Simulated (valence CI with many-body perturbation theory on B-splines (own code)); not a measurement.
Results of a calculation; reference values are marked as such.
# Energy levels of Bi LXXVII

Level of theory: valence CI with perturbative core correlation (CI+MBPT): five valence electrons over a frozen Dirac-Fock core [He], a basis of 9 s, 9 p, 8 d, 6 f, 3 g, 1 h functions for each j, with the one-electron correlation potential Σ1 (screened to all orders), the two-electron term Σ2, the three-electron term Σ3, Breit, model QED; selected single and double excitations, second order for the rest (own B-spline code, finite nucleus).

The last digits are not significant, and no measured levels were compared; by estimate large intervals hold to a few tenths of a per cent, small ones and those within an open d or f shell to about a per cent. Among the levels kept, up to 1200 cm⁻¹ of a level comes from second order outside the variational space, and about a tenth of that is noise between levels of different J, which matters for small intervals.

Levels 1 to 45 of 76, with energies above the lowest level, (2s^2 2p1/2^2 2p3/2) J=3/2. "Leading %" is the weight of the configuration and term that name the level; weights of strongly mixed levels are sums over their largest components and can fall short. In the jj column 3d3/2^4 stands for four electrons in 3d with j = 3/2.

```csv
No.,Configuration,Term,J,E (eV),Leading %,Second component,g,Leading jj
1,2s2 2p3,2P°,3/2,0,49,27 % 2s2 2p3 2D°,1.297,2s^2 2p1/2^2 2p3/2 (100 %)
2,2s2 2p3,4S°,3/2,2388,56,44 % 2s2 2p3 2D°,1.425,2s^2 2p1/2 2p3/2^2 (100 %)
3,2s2 2p3,2D°,5/2,2411,100,,1.151,2s^2 2p1/2 2p3/2^2 (100 %)
4,2s2 2p3,2P°,1/2,2475,100,,0.600,2s^2 2p1/2 2p3/2^2 (100 %)
5,2s 2p4,4P,5/2,2806,69,31 % 2s 2p4 2D,1.427,2s 2p1/2^2 2p3/2^2 (100 %)
6,2s 2p4,2S,1/2,2932,66,24 % 2s 2p4 4P,1.966,2s 2p1/2^2 2p3/2^2 (100 %)
7,2s 2p4,2P,3/2,2933,53,34 % 2s 2p4 2D,1.159,2s 2p1/2^2 2p3/2^2 (100 %)
8,2s2 2p3,2P°,3/2,4870,51,28 % 2s2 2p3 2D°,1.280,2s^2 2p3/2^3 (99 %)
9,2s 2p4,4P,3/2,5228,86,10 % 2s 2p4 2D,1.582,2s 2p1/2 2p3/2^3 (100 %)
10,2s 2p4,2D,5/2,5271,69,31 % 2s 2p4 4P,1.272,2s 2p1/2 2p3/2^3 (100 %)
11,2s 2p4,2P,1/2,5353,65,34 % 2s 2p4 4P,1.326,2s 2p1/2 2p3/2^3 (100 %)
12,2s 2p4,2D,3/2,5359,56,43 % 2s 2p4 2P,0.989,2s 2p1/2 2p3/2^3 (100 %)
13,2p5,2P°,3/2,5820,99,,1.288,2p1/2^2 2p3/2^3 (99 %)
14,2s 2p4,4P,1/2,7764,41,34 % 2s 2p4 2S,1.888,2s 2p3/2^4 (100 %)
15,2p5,2P°,1/2,8244,100,,0.600,2p1/2 2p3/2^4 (100 %)
16,2s2 2p2 3s,4P,1/2,11071,45,32 % 2s2 2p2 3s 2S,1.981,2s^2 2p1/2^2 3s (100 %)
17,2s2 2p2 3p,2P°,1/2,11198,47,38 % 2s2 2p2 3p 4D°,0.638,2s^2 2p1/2^2 3p1/2 (100 %)
18,2s2 2p2 3p,2P°,3/2,11919,36,19 % 2s2 2p2 3p 4D°,1.316,2s^2 2p1/2^2 3p3/2 (100 %)
19,2s2 2p2 3d,2D,3/2,12022,43,32 % 2s2 2p2 3d 4F,0.778,2s^2 2p1/2^2 3d3/2 (100 %)
20,2s2 2p2 3d,2D,5/2,12210,37,18 % 2s2 2p2 3d 4D,1.183,2s^2 2p1/2^2 3d5/2 (100 %)
21,2s2 2p2 3s,4P,3/2,13481,88,10 % 2s2 2p2 3s 2P,1.644,2s^2 2p1/2 2p3/2 3s (100 %)
22,2s2 2p2 3s,2P,1/2,13493,67,33 % 2s2 2p2 3s 4P,1.285,2s^2 2p1/2 2p3/2 3s (100 %)
23,2s2 2p2 3s,2D,5/2,13501,66,34 % 2s2 2p2 3s 4P,1.292,2s^2 2p1/2 2p3/2 3s (100 %)
24,2s2 2p2 3s,2D,3/2,13509,64,35 % 2s2 2p2 3s 2P,0.937,2s^2 2p1/2 2p3/2 3s (100 %)
25,2s2 2p2 3p,4P°,1/2,13606,49,28 % 2s2 2p2 3p 4D°,1.724,2s^2 2p1/2 2p3/2 3p1/2 (100 %)
26,2s2 2p2 3p,4D°,3/2,13613,55,23 % 2s2 2p2 3p 2D°,1.114,2s^2 2p1/2 2p3/2 3p1/2 (100 %)
27,2s2 2p2 3p,2F°,5/2,13625,50,30 % 2s2 2p2 3p 2D°,1.027,2s^2 2p1/2 2p3/2 3p1/2 (100 %)
28,2s2 2p2 3p,2P°,3/2,13679,43,24 % 2s2 2p2 3p 2D°,1.289,2s^2 2p1/2 2p3/2 3p1/2 (99 %)
29,2s 2p3 3s,4P°,5/2,13853,49,25 % 2s 2p3 3s 6S°,1.571,2s 2p1/2^2 2p3/2 3s (99 %)
30,2s 2p3 3s,2P°,3/2,13887,36,23 % 2s 2p3 3s 4S°,1.403,2s 2p1/2^2 2p3/2 3s (99 %)
31,2s 2p3 3s,2P°,1/2,13966,43,30 % 2s 2p3 3s 4D°,0.822,2s 2p1/2^2 2p3/2 3s (99 %)
32,2s 2p3 3s,2P°,3/2,13977,39,20 % 2s 2p3 3s 4S°,1.364,2s 2p1/2^2 2p3/2 3s (100 %)
33,2s 2p3 3p,2D,5/2,13991,27,19 % 2s 2p3 3p 4D,1.307,2s 2p1/2^2 2p3/2 3p1/2 (100 %)
34,2s 2p3 3p,4P,3/2,13991,30,20 % 2s 2p3 3p 6P,1.636,2s 2p1/2^2 2p3/2 3p1/2 (100 %)
35,2s 2p3 3p,2P,1/2,14093,36,19 % 2s 2p3 3p 4P,1.258,2s 2p1/2^2 2p3/2 3p1/2 (100 %)
36,2s 2p3 3p,2D,3/2,14094,36,21 % 2s 2p3 3p 4F,0.954,2s 2p1/2^2 2p3/2 3p1/2 (100 %)
37,2s2 2p2 3p,4D°,5/2,14317,52,34 % 2s2 2p2 3p 4P°,1.399,2s^2 2p1/2 2p3/2 3p3/2 (100 %)
38,2s2 2p2 3p,2P°,1/2,14322,37,30 % 2s2 2p2 3p 4P°,1.547,2s^2 2p1/2 2p3/2 3p3/2 (100 %)
39,2s2 2p2 3p,2D°,3/2,14327,53,19 % 2s2 2p2 3p 4P°,1.104,2s^2 2p1/2 2p3/2 3p3/2 (100 %)
40,2s2 2p2 3p,2F°,7/2,14333,66,34 % 2s2 2p2 3p 4D°,1.204,2s^2 2p1/2 2p3/2 3p3/2 (100 %)
41,2s2 2p2 3p,4S°,3/2,14358,33,27 % 2s2 2p2 3p 2D°,1.409,2s^2 2p1/2 2p3/2 3p3/2 (100 %)
42,2s2 2p2 3p,2D°,5/2,14367,67,15 % 2s2 2p2 3p 2F°,1.163,2s^2 2p1/2 2p3/2 3p3/2 (100 %)
43,2s2 2p2 3p,2P°,1/2,14395,87,8 % 2s2 2p2 3p 4D°,0.608,2s^2 2p1/2 2p3/2 3p3/2 (100 %)
44,2s2 2p2 3d,4F,3/2,14436,43,25 % 2s2 2p2 3d 2P,0.915,2s^2 2p1/2 2p3/2 3d3/2 (100 %)
45,2s2 2p2 3d,4F,5/2,14437,52,39 % 2s2 2p2 3d 2F,0.945,2s^2 2p1/2 2p3/2 3d3/2 (100 %)
```

The ionisation energy to 2s2 2p2 3P_0 of the next ion comes out as 21305 eV (NIST: 21300 ± 110 eV (theoretical)). All 76 levels together are meant to be complete up to 15022 eV.
